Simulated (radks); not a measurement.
Values are calculated unless marked as measured or tabulated.
Problem. Species: the gold ion Au48+. Configuration: [Ar] 3d10 4s2 4p1. Code: a radial shooting solver on a logarithmic mesh with Libxc functionals. Model: non-relativistic Kohn-Sham, PBE, spin-polarised, spherical densities, point nucleus; open shells are filled with parallel spins first (spin-orbit coupling, left out, can overturn this in heavy ions); relativity is left out, which matters for an element this heavy. Some entries of the table are withheld. Estimate them.

orbital  occ.  eigenvalue (eV)  <r^2> (bohr^2)
1s up       1        -75583.84       0.0004907
1s down     1        -75582.77       0.0004907
2s up       1        -14666.07        0.007603
2s down     1        -14665.51        0.007603
2p up       3        -14205.50        0.005606
2p down     3        -14204.56        0.005606
3s up       1        -5196.779         0.04519
3s down     1        -5195.577         0.04516
3p up       3              (1)             (2)
3p down     3              (3)             (4)
3d up       5        -4601.715         0.03157
3d down     5        -4600.587         0.03155
4s up       1        -2598.170          0.1673
4s down     1        -2591.693          0.1674
4p up       1        -2505.322          0.1642
4p down     0        -2498.930          0.1642

Solution. 
(1) 3p up eigenvalue (eV): -4986.215
(2) 3p up <r^2> (bohr^2): 0.04139
(3) 3p down eigenvalue (eV): -4984.908
(4) 3p down <r^2> (bohr^2): 0.04137
